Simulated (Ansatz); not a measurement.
Consider the cleavage of the Ga–Ge bond: `[CH3][GaH][GeH2][C]#N` + `N=C=O` → `[CH3][GaH][N]=C=O` + `N#[C][GeH3]`.

Isolated molecules relaxed with PBE0-D4/def2-TZVP in Ansatz; ΔE leaves out vibrations. CCSD(T)/CBS is the MP2 limit (def2-TZVPP, def2-QZVPP) plus CCSD(T) − MP2 in def2-TZVPP, frozen cores. This one scheme is used for every species. Functionals use def2-TZVPP. B3LYP here is the variant with VWN-RPA as its local correlation; programs differ in this. For Ga, Ge outer-core shells are correlated without core-valence functions, which leaves a few kJ/mol of doubt a bond. Scalar relativity is left out up to krypton. Each species was taken in one conformer, which may not be the lowest.

```
             level  ΔE (kcal/mol)  difference from CCSD(T)/CBS
            PBE-D4           -8.1                          4.5
         r2SCAN-D4          -11.2                          1.4
           PBE0-D4          -10.0                          2.6
          B3LYP-D4          -11.3                          1.3
           ωB97X-V          -13.1                         -0.5
           ωB97M-V          -12.0                          0.6
            B2PLYP          -13.3                         -0.7
               PBE           -8.6                          4.0
            r2SCAN          -11.3                          1.3
              PBE0          -10.5                          2.1
             B3LYP          -12.2                          0.4
     HF/def2-TZVPP          -19.0                         -6.4
    MP2/def2-TZVPP          -14.1                         -1.5
SCS-MP2/def2-TZVPP          -15.1                         -2.5
   CCSD/def2-TZVPP          -13.9                         -1.3
CCSD(T)/def2-TZVPP          -13.2                         -0.6
     HF/def2-QZVPP          -19.4                         -6.8
    MP2/def2-QZVPP          -13.8                         -1.2
SCS-MP2/def2-QZVPP          -15.1                         -2.5
      HF/CBS(def2)          -19.4                         -6.8
     MP2/CBS(def2)          -13.5                         -0.9
    CCSD/CBS(def2)          -13.3                         -0.7
       CCSD(T)/CBS          -12.6                            0
```

Largest T1 diagnostic among the species: 0.018.

In def2-TZVPP, CCSD(T) changes the Hartree–Fock value by +5.8 kcal/mol (the triples alone add +0.7 kcal/mol) and MP2 by +4.9 kcal/mol. The D4 term adds +0.9 kcal/mol with B3LYP and +0.5 kcal/mol with PBE0; it sums over pairs of atoms, weighted by their polarisabilities, and B3LYP, whose exchange is more repulsive, gets the larger term. From PBE to PBE0 (25 % exact exchange), in def2-TZVPP and without D4, ΔE moves by −1.9 kcal/mol.
